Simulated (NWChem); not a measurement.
Species: C₄H₉S, doublet; SMILES C[CH]SCC

```xyz
14

C      0.0242     2.7549     0.0712
C     -0.5402     1.3813     0.0029
S      0.5305     0.0277     0.0335
C     -0.6411    -1.3618     0.0452
C      0.1084    -2.6803     0.0224
H      0.3793     3.1271    -0.9108
H     -0.7349     3.4693     0.4271
H      0.8818     2.8058     0.7617
H     -1.5538     1.2136    -0.3758
H     -1.2689    -1.2751     0.9458
H     -1.2978    -1.2665    -0.8347
H     -0.5998    -3.5226     0.0305
H      0.7649    -2.7822     0.9000
H      0.7327    -2.7696    -0.8796
```
Atoms are numbered in this order, from 1.

Computed with NWChem. Spin-unrestricted. Geometry: optimised at PBE0/def2-SVP, spin-unrestricted. No stability test was run on the SCF state. B3LYP is NWChem's, with the RPA form of VWN correlation. Level: B3LYP/def2-SVP with COSMO at NWChem's default radii, gas-phase geometry; the question gives the dielectric constant. Reactions with the solvent are ignored.

Question: What does the run give for dielectric constant 1.5? Quantities: electrostatic solvation energy (kcal/mol); dipole in solution (D).

Answer: 
```
Quantity                                   Value
-----------------------------------------  -----
electrostatic solvation energy (kcal/mol)   -0.7
dipole in solution (D)                      1.35
```
